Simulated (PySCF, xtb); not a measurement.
SiF2, SMILES F[Si]F (connectivity only; charge and spin as stated), neutral, multiplicity 1.

GFN2-xTB (xtb 6.7.1) at its own geometry gives an orbital gap of 3.71 eV and a dipole moment of 1.52 D.

Coordinates come from a TPSSh-D3(BJ)/def2-TZVP optimisation. The isomer is the one that the SMILES or the coordinates give; other isomers of the formula were not compared.

Question: What does HF/def2-TZVPD in PySCF give? (The exact figures need the calculation; the answer reports its results.)

Answer: gap 11.90 eV (levels -11.10 and 0.80 eV), dipole 1.25 D.
